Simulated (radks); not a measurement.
The numbers below are computed, except where a source is named.
Spherical quantum dot in the effective-mass picture: electrons in a parabolic well V = omega^2 r^2 / 2 with omega = 0.144, all in effective atomic units (hartree* = m*/eps^2 hartree, bohr* = eps/m* bohr), one dielectric constant everywhere. Level of theory: non-relativistic Kohn-Sham, LDA (Slater exchange, Perdew-Wang correlation), spin-polarised, spherical densities (a radial shooting solver with Libxc functionals). Levels are named by radial order and angular momentum (1s, 1p, 1d, 2s, ...), and open shells are averaged over m.

N = 13, configuration 1s2 1p6 1d(up 5, down 0). This is the lowest configuration that the search found. Occupied and some empty levels:

level    occupation  eigenvalue (hartree*)  <r> (bohr*)
1s up             1                 2.1032        5.513
1s down           1                 2.1210        5.257
1p up             3                 2.1457        6.417
1p down           3                 2.1677        6.353
1d up             5                 2.2012        7.046
1d down           0                 2.2244        7.065
2s up             0                 2.2344        5.599
2s down           0                 2.2458        5.734
1f up             0                 2.2674        7.553
1f down           0                 2.2902        7.611
2p up             0                 2.3125        6.435
2p down           0                 2.3256        6.451

Energy (hartree*): total 17.0292, kinetic 1.1367, external 6.1164, Hartree 11.732, exchange-correlation -1.9560.
